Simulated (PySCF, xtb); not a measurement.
Si(vinyl)(OMe)3 (C5H12O3Si), SMILES O([Si](C=C)(OC)OC)C.

GFN2-xTB run with xtb at its own geometry gives an orbital gap of 4.72 eV and a dipole moment of 1.11 D.

The structure is a stationary point at B3LYP-D3(BJ)/def2-SVP. The isomer is the one that the SMILES or the coordinates give; other isomers of the formula were not compared. The values are those of a single conformer.

### Question
What does ωB97X/def2-SVP in PySCF give? (An estimate is asked for; the answer gives what the named calculation found.)

### Answer
gap 12.07 eV (levels -10.06 and 2.01 eV), dipole 1.07 D.
